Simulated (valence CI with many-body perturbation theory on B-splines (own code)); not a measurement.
**E1 transitions of Dy52+**

Level of theory: relativistic CI+MBPT: four valence electrons over a frozen Dirac-Fock core [Ne], a basis of 11 s, 11 p, 10 d, 8 f, 5 g, 2 h functions for each j, with the one-electron correlation potential Σ1, the two-electron term Σ2, the three-electron term Σ3, Breit, model QED; selected CI, second order for the rest, scaled by the run's own slope (own B-spline code, finite nucleus).

No measured spectrum was set against this ion. As an estimate, large intervals hold to a few tenths of a per cent, small ones and those within an open d or f shell to about a per cent. Among the levels kept, up to 590 cm⁻¹ of a level comes from second order outside the variational space, and about a tenth of that is noise between levels of different J, which matters for small intervals.

Lines 51 to 100 of 567 in falling wavelength, among levels below 87.585 Ry, chosen from the strongest by gf and those to the six lowest levels. Wavelengths and rates use the calculated energies. Electric multipoles are in the length gauge, E1 and E2 with the static RPA response of the core. Weak lines are less certain than strong ones. Lines between different terms over intervals too small for the method are left out, as are lines whose strength nearly cancels. The highest levels of a list are the least certain.

Levels are named by their leading jj configuration (3d3/2^4 stands for four electrons in 3d with j = 3/2), which in mixed levels can hold well under half, so a name can repeat and another be missing. Letters in brackets count levels of one name in rising energy.

| λ vac (nm) | Upper | Lower | A (s⁻¹) | log gf | Branch % |
| --- | --- | --- | --- | --- | --- |
| 7.661 | (3p1/2 3p3/2^2 3d5/2) J=3 [a] | (3s 3p3/2^2 3d5/2) J=4 [a] | 3.07e+10 | -0.72 | 2.4 |
| 7.600 | (3p1/2^2 3p3/2 3d5/2) J=3 | (3s 3p1/2 3p3/2 3d5/2) J=4 [b] | 1.94e+10 | -0.93 | 5.7 |
| 7.574 | (3s 3p1/2 3p3/2 3d5/2) J=3 [c] | (3s^2 3p3/2 3d5/2) J=4 | 2.22e+10 | -0.87 | 2.8 |
| 7.551 | (3p1/2^2 3d3/2 3d5/2) J=4 | (3s 3p1/2 3d3/2 3d5/2) J=4 [b] | 1.70e+10 | -0.88 | 5.9 |
| 7.514 | (3s 3p1/2^2 3p3/2) J=1 | (3s^2 3p1/2 3p3/2) J=1 | 9.67e+09 | -1.61 | 2.7 |
| 7.485 | (3s 3p1/2 3p3/2 3d3/2) J=2 [e] | (3s^2 3p3/2 3d3/2) J=3 | 2.38e+10 | -1.00 | 1.2 |
| 7.478 | (3s 3p1/2 3p3/2 3d5/2) J=4 [c] | (3s^2 3p3/2 3d5/2) J=4 | 1.41e+10 | -0.97 | 2.4 |
| 7.463 | (3p1/2 3p3/2^2 3d5/2) J=4 [a] | (3s 3p3/2^2 3d5/2) J=5 | 3.53e+10 | -0.58 | 3.6 |
| 7.462 | (3p1/2^2 3p3/2 3d5/2) J=2 | (3s 3p1/2 3p3/2 3d5/2) J=3 [a] | 2.51e+10 | -0.98 | 5.4 |
| 7.444 | (3p1/2 3p3/2^2 3d5/2) J=4 [b] | (3s 3p3/2^2 3d5/2) J=4 [a] | 2.49e+10 | -0.73 | 2.2 |
| 7.436 | (3p1/2^2 3d3/2 3d5/2) J=4 | (3s 3p1/2 3d3/2 3d5/2) J=5 | 5.98e+10 | -0.35 | 20.9 |
| 7.386 | (3p1/2 3p3/2^2 3d3/2) J=2 [b] | (3s 3p3/2^2 3d3/2) J=3 [a] | 2.11e+10 | -1.06 | 1.3 |
| 7.336 | (3s 3p1/2^2 3d3/2) J=1 | (3s 3p1/2^2 3p3/2) J=1 | 1.13e+10 | -1.56 | 28.8 |
| 7.334 | (3p1/2^2 3d3/2 3d5/2) J=3 | (3s 3p1/2 3d3/2 3d5/2) J=4 [a] | 5.22e+10 | -0.53 | 21.7 |
| 7.333 | (3p1/2 3p3/2^2 3d3/2) J=3 [b] | (3s 3p3/2^2 3d3/2) J=4 | 4.47e+10 | -0.60 | 2.4 |
| 7.313 | (3p1/2^2 3p3/2 3d5/2) J=4 | (3s 3p1/2 3p3/2 3d5/2) J=5 | 5.56e+10 | -0.40 | 13.0 |
| 7.254 | (3p1/2^2 3p3/2 3d3/2) J=3 | (3s 3p1/2 3p3/2 3d3/2) J=4 | 6.49e+10 | -0.45 | 12.1 |
| 7.245 | (3p1/2 3p3/2^2 3d5/2) J=5 | (3s 3p3/2^2 3d5/2) J=5 | 2.83e+10 | -0.61 | 4.6 |
| 7.235 | (3p1/2^2 3p3/2 3d3/2) J=2 | (3s 3p1/2 3p3/2 3d3/2) J=3 [a] | 3.97e+10 | -0.81 | 16.9 |
| 7.174 | (3p1/2^2 3d3/2^2) J=2 | (3s 3p1/2 3d3/2^2) J=2 [a] | 3.16e+10 | -0.91 | 21.1 |
| 7.108 | (3s 3p1/2 3p3/2 3d3/2) J=2 [b] | (3s 3p1/2 3p3/2^2) J=3 | 4.09e+10 | -0.81 | 8.6 |
| 7.101 | (3s 3p1/2 3d3/2 3d5/2) J=3 [a] | (3s 3p1/2 3p3/2 3d5/2) J=4 [b] | 1.58e+10 | -1.08 | 3.3 |
| 7.083 | (3s 3p1/2^2 3d3/2) J=2 | (3s 3p1/2^2 3p3/2) J=1 | 3.60e+09 | -1.87 | 9.4 |
| 7.053 | (3p1/2 3p3/2^2 3d3/2) J=2 [c] | (3s 3p3/2^2 3d3/2) J=3 [a] | 2.14e+10 | -1.10 | 1.4 |
| 6.891 | (3p1/2^2 3d3/2 3d5/2) J=2 | (3s 3p1/2 3d3/2 3d5/2) J=3 [a] | 3.69e+10 | -0.88 | 14.3 |
| 6.801 | (3s^2 3p1/2 3d3/2) J=2 | (3s^2 3p1/2 3p3/2) J=2 | 6.24e+09 | -1.66 | 95.9 |
| 6.746 | (3p1/2^2 3d3/2^2) J=2 | (3p1/2^2 3p3/2 3d3/2) J=3 | 2.31e+10 | -1.10 | 15.4 |
| 6.726 | (3p1/2^2 3p3/2 3d3/2) J=1 | (3s 3p1/2 3p3/2 3d3/2) J=2 [b] | 5.99e+10 | -0.91 | 11.2 |
| 6.563 | (3p1/2^2 3p3/2 3d5/2) J=4 | (3s 3p1/2 3p3/2 3d5/2) J=4 [a] | 2.87e+10 | -0.78 | 6.7 |
| 6.508 | (3s^2 3p1/2 3d3/2) J=2 | (3s^2 3p1/2 3p3/2) J=1 | 2.68e+08 | -3.07 | 4.1 |
| 6.396 | (3s 3p1/2^2 3d3/2) J=1 | (3s 3p1/2^2 3p3/2) J=2 | 4.05e+09 | -2.13 | 10.3 |
| 6.356 | (3s 3p1/2 3d3/2 3d5/2) J=4 [b] | (3s 3p1/2 3p3/2 3d5/2) J=4 [b] | 1.82e+10 | -1.00 | 6.5 |
| 6.203 | (3s 3p1/2^2 3d3/2) J=2 | (3s 3p1/2^2 3p3/2) J=2 | 1.13e+10 | -1.49 | 29.6 |
| 6.117 | (3s 3p1/2^2 3d5/2) J=3 | (3s^2 3p1/2 3d3/2) J=2 | 1.29e+08 | -3.29 | 0.1 |
| 5.920 | (3p1/2^2 3d3/2 3d5/2) J=4 | (3p1/2^2 3p3/2 3d5/2) J=4 | 2.95e+10 | -0.86 | 10.3 |
| 5.842 | (3s 3p1/2 3d3/2 3d5/2) J=5 | (3s 3p1/2 3p3/2 3d5/2) J=5 | 1.92e+10 | -0.97 | 9.8 |
| 5.773 | (3s 3p1/2^2 3d5/2) J=2 | (3s^2 3p1/2 3d3/2) J=2 | 1.04e+09 | -2.58 | 0.6 |
| 5.670 | (3s^2 3p1/2 3d3/2) J=1 | (3s^2 3p1/2 3p3/2) J=2 | 3.44e+09 | -2.30 | 0.2 |
| 5.530 | (3s 3p1/2 3d5/2^2) J=4 [a] | (3s 3p1/2 3p3/2 3d5/2) J=3 [c] | 2.71e+10 | -0.95 | 5.6 |
| 5.489 | (3s 3p1/2 3d5/2^2) J=3 [b] | (3s 3p1/2 3p3/2 3d5/2) J=2 [d] | 1.10e+11 | -0.46 | 19.1 |
| 5.465 | (3s^2 3p1/2 3d3/2) J=1 | (3s^2 3p1/2 3p3/2) J=1 | 1.97e+09 | -2.58 | 0.1 |
| 5.446 | (3s 3p1/2 3d5/2^2) J=3 [a] | (3s 3p1/2 3p3/2 3d5/2) J=2 [c] | 2.53e+10 | -1.10 | 6.8 |
| 5.386 | (3s 3p1/2 3d5/2^2) J=4 [b] | (3s 3p1/2 3p3/2 3d5/2) J=3 [d] | 1.41e+11 | -0.26 | 38.2 |
| 5.378 | (3s 3p1/2 3d5/2^2) J=3 [b] | (3s^2 3d3/2^2) J=2 | 3.36e+10 | -0.99 | 5.8 |
| 5.354 | (3s 3p1/2 3d3/2 3d5/2) J=3 [b] | (3s 3p1/2 3p3/2 3d3/2) J=3 [c] | 2.96e+10 | -1.05 | 8.6 |
| 5.352 | (3s 3p1/2 3d5/2^2) J=5 | (3s 3p1/2 3p3/2 3d5/2) J=4 [c] | 5.46e+10 | -0.59 | 21.1 |
| 5.317 | (3s 3p1/2 3d5/2^2) J=3 [b] | (3s 3p1/2 3p3/2 3d5/2) J=2 [c] | 4.31e+10 | -0.89 | 7.5 |
| 5.302 | (3s 3p1/2 3d5/2^2) J=3 [b] | (3s 3p1/2 3p3/2 3d5/2) J=3 [d] | 5.03e+10 | -0.83 | 8.8 |
| 5.299 | (3s 3p1/2 3d3/2 3d5/2) J=4 [b] | (3s 3p1/2 3p3/2 3d3/2) J=3 [c] | 7.21e+10 | -0.56 | 25.5 |
| 5.282 | (3s^2 3d5/2^2) J=4 | (3s^2 3p3/2 3d5/2) J=3 | 2.03e+11 | -0.12 | 63.6 |

Question: How does gf follow from A for the line at 6.891 nm?

Answer: gf = 1.4992 × (2J+1)_upper × A / σ², with σ = 1451235 cm⁻¹ and 2J+1 = 5: gf = 0.131.
